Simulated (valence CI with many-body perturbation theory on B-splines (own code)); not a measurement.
**E1 transitions of Ca VI**

Method: configuration interaction combined with many-body perturbation theory (CI+MBPT): five valence electrons over a frozen Dirac-Fock core [Ne], radial functions for each j: 11 s, 11 p, 10 d, 8 f, 5 g, 2 h, with the one-electron correlation potential Σ1 (screened to all orders), the two-electron term Σ2, the three-electron term Σ3, Breit, model QED; selected single and double excitations, second order for the rest, scaled by the run's own slope (own B-spline code, finite nucleus).

Set against measurement, 6 paired levels are off by 111 cm⁻¹ on average, the worst by 180. These come from a selection out of Sugar and Corliss, J. Phys. Chem. Ref. Data 8, 865 (1979). Levels without a partner in it may be off by more. Among the levels kept, up to 3400 cm⁻¹ of a level comes from second order outside the variational space, and about a tenth of that is noise between levels of different J, which matters for small intervals.

Lines 101 to 150 of 576 in falling wavelength, among levels below 564500 cm⁻¹, chosen from the strongest by gf and those to the six lowest levels. Wavelengths and rates use the calculated energies, so an error of 100 cm⁻¹ moves a line at 55.39 nm by 0.055 % and its rate by three times that or more. Electric multipoles are in the length gauge, E1 and E2 with the static RPA response of the core. Weak lines are less certain than strong ones. Lines between different terms over intervals too small for the method are left out, as are lines whose strength nearly cancels. Where a level lies close to another of its J and parity, the split of strength between their lines is uncertain. The highest levels of a list are the least certain.

Names give the largest LS component (configuration and term), which can be under half, so a name can repeat, a term be missing and a line seem to break the LS rules; names also repeat where a configuration has a term twice. Letters in brackets count levels of one name in rising energy.

| λ vac (nm) | Upper | Lower | A (s⁻¹) | log gf | Branch % |
| --- | --- | --- | --- | --- | --- |
| 55.39 | 3s3p³3d ⁴D°_3/2 [b] | 3s²3p²3d ⁴D_3/2 | 4.71e+08 | -1.06 | 12.4 |
| 55.17 | 3s3p³3d ²D°_5/2 [a] | 3s²3p²3d ²F_7/2 [a] | 6.69e+08 | -0.74 | 20.6 |
| 55.07 | 3s3p³3d ⁴D°_5/2 [b] | 3s²3p²3d ⁴D_7/2 | 3.08e+08 | -1.08 | 7.0 |
| 54.96 | 3s3p³3d ²F°_7/2 [d] | 3s²3p²3d ²F_7/2 [b] | 8.53e+08 | -0.51 | 3.2 |
| 54.88 | 3s3p³3d ²F°_5/2 [d] | 3s²3p²3d ²F_5/2 [b] | 9.44e+08 | -0.59 | 3.3 |
| 54.72 | 3s3p³3d ⁴P°_5/2 [a] | 3s²3p²3d ⁴D_7/2 | 6.32e+08 | -0.77 | 13.8 |
| 54.49 | 3s3p³3d ⁴F°_9/2 [b] | 3s²3p²3d ²F_7/2 [a] | 9.24e+08 | -0.39 | 29.3 |
| 54.43 | 3s3p³3d ⁴D°_7/2 [b] | 3s²3p²3d ⁴D_7/2 | 2.91e+08 | -0.98 | 7.9 |
| 54.22 | 3s3p³3d ²D°_3/2 [a] | 3s²3p²3d ²F_5/2 [a] | 9.97e+08 | -0.76 | 40.2 |
| 53.79 | 3s3p³3d ⁴F°_7/2 [b] | 3s²3p²3d ⁴D_5/2 | 1.36e+09 | -0.33 | 41.2 |
| 53.68 | 3s3p³3d ⁴F°_5/2 [b] | 3s²3p²3d ⁴D_5/2 | 5.05e+08 | -0.88 | 15.2 |
| 53.59 | 3s3p³3d ⁴F°_9/2 [b] | 3s²3p²3d ⁴D_7/2 | 1.15e+09 | -0.30 | 36.5 |
| 53.45 | 3s3p³3d ⁴F°_7/2 [b] | 3s²3p²3d ⁴D_7/2 | 2.78e+08 | -1.02 | 8.4 |
| 53.45 | 3s3p³3d ⁴F°_5/2 [b] | 3s²3p²3d ⁴D_3/2 | 1.60e+09 | -0.39 | 48.4 |
| 53.37 | 3s3p³3d ⁴F°_3/2 [b] | 3s²3p²3d ⁴D_3/2 | 7.35e+08 | -0.90 | 22.2 |
| 53.30 | 3s3p³3d ⁴F°_3/2 [b] | 3s²3p²3d ⁴D_1/2 | 1.60e+09 | -0.56 | 48.3 |
| 53.24 | 3s3p³3d ⁴F°_7/2 [b] | 3s²3p²3d ²F_5/2 [a] | 3.78e+08 | -0.89 | 11.5 |
| 53.13 | 3s3p³3d ²G°_7/2 [b] | 3s²3p²3d ²G_7/2 | 2.03e+09 | -0.16 | 30.6 |
| 53.01 | 3s3p⁴ ²S_1/2 | 3s²3p³ ²P°_3/2 | 2.18e+09 | -0.74 | 70.5 |
| 52.95 | 3s3p³3d ²G°_9/2 [b] | 3s²3p²3d ²G_9/2 | 2.98e+09 | 0.10 | 44.4 |
| 52.94 | 3s3p³3d ⁴D°_5/2 [b] | 3s²3p²3d ⁴F_7/2 | 3.72e+08 | -1.03 | 8.5 |
| 52.85 | 3s3p⁴ ²S_1/2 | 3s²3p³ ²P°_1/2 | 9.02e+08 | -1.12 | 29.2 |
| 52.84 | 3s3p³3d ⁴D°_3/2 [b] | 3s²3p²3d ⁴F_5/2 | 6.06e+08 | -0.99 | 16.0 |
| 52.76 | 3s3p³3d ⁴D°_1/2 [b] | 3s²3p²3d ⁴F_3/2 | 1.06e+09 | -1.05 | 29.8 |
| 52.75 | 3s²3p²4p ²P°_1/2 [e] | 3s²3p²3d ²D_3/2 [c] | 3.06e+09 | -0.59 | 19.3 |
| 52.74 | 3s3p³3d ⁴D°_7/2 [b] | 3s²3p²3d ⁴F_9/2 | 8.52e+08 | -0.55 | 23.2 |
| 52.61 | 3s3p³3d ⁴P°_5/2 [a] | 3s²3p²3d ⁴F_7/2 | 5.29e+08 | -0.88 | 11.5 |
| 52.59 | 3s3p³3d ²D°_3/2 [d] | 3s²3p²3d ²D_3/2 [b] | 1.78e+09 | -0.53 | 9.8 |
| 52.48 | 3s²3p²4p ²P°_3/2 [d] | 3s²3p²3d ²D_5/2 [c] | 2.39e+09 | -0.40 | 13.6 |
| 52.46 | 3s3p³3d ²F°_7/2 [b] | 3s²3p²3d ²G_7/2 | 9.07e+08 | -0.52 | 17.0 |
| 52.31 | 3s²3p²4p ²D°_5/2 [b] | 3s²3p²3d ²D_5/2 [a] | 4.05e+08 | -1.00 | 1.7 |
| 52.20 | 3s²3p²4p ⁴D°_7/2 | 3s²3p²3d ⁴P_5/2 | 6.53e+08 | -0.67 | 5.0 |
| 52.18 | 3s3p³3d ²D°_5/2 [c] | 3s²3p²3d ²D_5/2 [b] | 2.16e+09 | -0.28 | 14.6 |
| 52.17 | 3s²3p²4p ²P°_3/2 [c] | 3s²3p²3d ²P_3/2 [c] | 1.80e+09 | -0.53 | 15.7 |
| 52.12 | 3s3p³3d ²F°_7/2 [a] | 3s²3p²3d ²F_7/2 [a] | 4.96e+08 | -0.79 | 26.2 |
| 52.05 | 3s²3p²4p ²P°_1/2 [d] | 3s²3p²3d ²P_1/2 [c] | 1.26e+09 | -0.99 | 5.4 |
| 52.03 | 3s3p³3d ²D°_3/2 [c] | 3s²3p²3d ²D_3/2 [a] | 6.29e+08 | -0.99 | 2.4 |
| 51.94 | 3s3p³3d ⁴F°_9/2 [b] | 3s²3p²3d ⁴F_9/2 | 9.28e+08 | -0.43 | 29.4 |
| 51.93 | 3s3p³3d ²F°_7/2 [c] | 3s²3p²3d ²D_5/2 [a] | 6.78e+08 | -0.66 | 1.9 |
| 51.47 | 3s3p³3d ²F°_5/2 [c] | 3s²3p²3d ²D_3/2 [a] | 7.52e+08 | -0.75 | 2.2 |
| 51.46 | 3s²3p²4p ⁴P°_3/2 | 3s²3p²3d ⁴P_5/2 | 6.87e+08 | -0.96 | 8.9 |
| 51.45 | 3s3p³3d ⁴F°_7/2 [b] | 3s²3p²3d ⁴F_7/2 | 7.28e+08 | -0.64 | 22.0 |
| 51.40 | 3s3p³3d ⁴D°_1/2 [d] | 3s²3p²3d ⁴P_1/2 | 1.64e+09 | -0.89 | 6.1 |
| 51.32 | 3s3p³3d ⁴D°_3/2 [d] | 3s²3p²3d ⁴P_1/2 | 1.06e+09 | -0.78 | 3.7 |
| 51.29 | 3s3p³3d ²F°_7/2 [a] | 3s²3p²3d ⁴D_7/2 | 4.71e+08 | -0.83 | 24.9 |
| 51.19 | 3s²3p²3d ²P_3/2 [a] | 3s²3p³ ²D°_5/2 | 2.26e+09 | -0.45 | 82.0 |
| 51.16 | 3s3p³3d ⁴D°_3/2 [d] | 3s²3p²3d ⁴P_3/2 | 1.48e+09 | -0.63 | 5.1 |
| 51.13 | 3s3p³3d ⁴D°_5/2 [d] | 3s²3p²3d ⁴P_3/2 | 1.87e+09 | -0.36 | 6.8 |
| 51.09 | 3s²3p²4p ⁴S°_3/2 | 3s²3p²3d ⁴P_1/2 | 8.16e+08 | -0.89 | 9.0 |
| 51.08 | 3s²3p²3d ²P_3/2 [a] | 3s²3p³ ²D°_3/2 | 2.52e+08 | -1.40 | 9.2 |
